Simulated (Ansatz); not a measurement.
Molecule: TaF₃, net charge 0, triplet state. This is an excited triplet: at this geometry the singlet lies 0.33 eV lower at RI-MP2/CBS(def2-TZVPPD,def2-QZVPPD)+[CCSD(T)-MP2]/def2-SVPD. 
Geometry from a B3LYP-D3(BJ)/def2-TZVP (Ansatz, a quantum-chemistry and plane-wave program) optimisation:
```xyz
4

Ta     0.0300    -0.0255     0.0389
F      1.7981    -0.2536    -0.5537
F     -1.0364    -0.3936     1.5410
F     -1.0048     0.8538    -1.3026
```
Charge 0, spin multiplicity 3.

Dipole moments at this geometry, in debye (magnitudes).

| level | program | dipole (D) |
|---|---|---|
| SVWN5/def2-TZVPD | Ansatz | 1.01 |
| PBE/def2-TZVPD | Ansatz | 1.02 |
| revPBE/def2-TZVPD | Ansatz | 1.02 |
| r2SCAN/def2-TZVPD | Ansatz | 1.07 |
| B97M-V/def2-TZVPD | Ansatz | 1.11 |
| B3LYP/def2-TZVPD | Ansatz | 1.16 |
| r2SCAN0/def2-TZVPD | Ansatz | 1.20 |
| HSE06/def2-TZVPD | Ansatz | 1.17 |
| CAM-B3LYP/def2-TZVPD | Ansatz | 1.23 |
| LC-wPBE/def2-TZVPD | Ansatz | 1.27 |
| wB97M-V/def2-TZVPD | Ansatz | 1.23 |
| wB97X-V/def2-TZVPD | Ansatz | 1.23 |
| CCSD(T)/def2-SVPD | Ansatz | 1.32 |
